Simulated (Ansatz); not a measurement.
Two structures, one formula

Two isomers of C$_{2}$H$_{4}$BO (charge -1), closed shell, relaxed at PBE0-D4/def2-TZVPD (vibrations not checked).

A:

C1  (-0.897, 1.266, -0.248)
B2  (-0.086, 0.074, -0.198)
C3  (0.777, -1.040, 0.426)
O4  (0.459, -0.952, -0.998)
H5  (-1.329, 1.658, -1.168)
H6  (-1.126, 1.849, 0.642)
H7  (0.355, -1.928, 0.907)
H8  (1.845, -0.926, 0.637)
(Å)

B:

```
atom    x (Å)    y (Å)    z (Å)
  B1  -0.6426   1.0891  -0.2001
  C2   0.3294   0.1697   0.4069
  C3   0.4599  -1.1763  -0.0227
  O4   1.2276  -2.0542   0.3933
  H5  -1.3722   0.7171  -1.0997
  H6  -0.7664   2.2451   0.1570
  H7   1.0065   0.4538   1.2163
  H8  -0.2422  -1.4443  -0.8510
```

Ansatz 0.2.0; basis: def2-TZVPPD; cores frozen in the correlated methods. B3LYP uses VWN-RPA correlation.

(1) Which structure is lower at CCSD(T), and by how much? (To be estimated.)

T1 diagnostic: at most 0.018.

## Answers

(1) The calculation gives: B, by 0.688 eV (electronic energy, against the other). By their contacts, A is C₂H₄BO ([CH2][B]1[CH2][O]1), total charge -1 and B is C₂H₄BO ([BH2][CH][CH][O]), total charge -1.

All methods give the same order:

```
   method  E(B) − E(A) (eV)
   PBE-D4            -0.738
r2SCAN-D4            -0.739
  PBE0-D4            -0.681
 B3LYP-D4            -0.823
  wB97M-V            -0.643
       HF            -0.920
      MP2            -0.645
     CCSD            -0.663
  CCSD(T)            -0.688
```

Labels in which every atom is bracketed show which atoms are joined, not bond orders.
